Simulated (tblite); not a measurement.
Distances in Å between the heavy atoms of a computed structure (GFN2-xTB; lower triangle, same order across):
```
C1    0.00
C2    1.33  0.00
C3    2.43  1.44  0.00
C4    3.72  2.53  1.36  0.00
C5    4.81  3.79  2.39  1.46  0.00
C6    6.18  5.06  3.75  2.54  1.48  0.00
C7    4.76  4.07  2.66  2.39  1.36  2.52  0.00
Si8   6.46  5.92  4.54  4.26  2.97  3.43  1.92  0.00
P9    3.20  2.88  1.81  2.54  2.53  3.99  1.78  3.27  0.00
```

Hydrogens: 2 on C1, 1 on C2, 1 on C4, 3 on C6, 3 on Si8, 2 on P9.

Charge +1, singlet.

Problem. Read off the bonds between heavy atoms and their formal orders.

Solution. C1–C2 (double); C2–C3 (single); C3–C4 (double); C4–C5 (single); C5–C6 (single); C5–C7 (double); C7–Si8 (single); C7–P9 (single); C3–P9 (single).

Problem. Give the structure as a SMILES string.

Solution. `C=CC1=CC(C)=C([SiH3])[PH2+]1`, [C7H12PSi]+. Among its features: C=C double bond, Si–H bond and C–Si bond.

Problem. Which rings does it hold (smallest set)?

Solution. C3–C4–C5–C7–P9 (5 members, 0.00 Å rms from planarity).

Problem. Classify the heavy atoms.

Solution. C1: terminal =CH2 carbon; C2: alkene CH carbon; C3: fully substituted alkene carbon; C4: alkene CH carbon; C5: fully substituted alkene carbon; C6: allylic carbon; C7: fully substituted alkene carbon; Si8: SiH3 silicon; P9: phosphonium phosphorus.

The values belong to the conformer `[CH2:1]=[CH:2][C:3]1=[CH:4][C:5]([CH3:6])=[C:7]([SiH3:8])[PH2+:9]1`: C1–C2–C3–C4 180°.
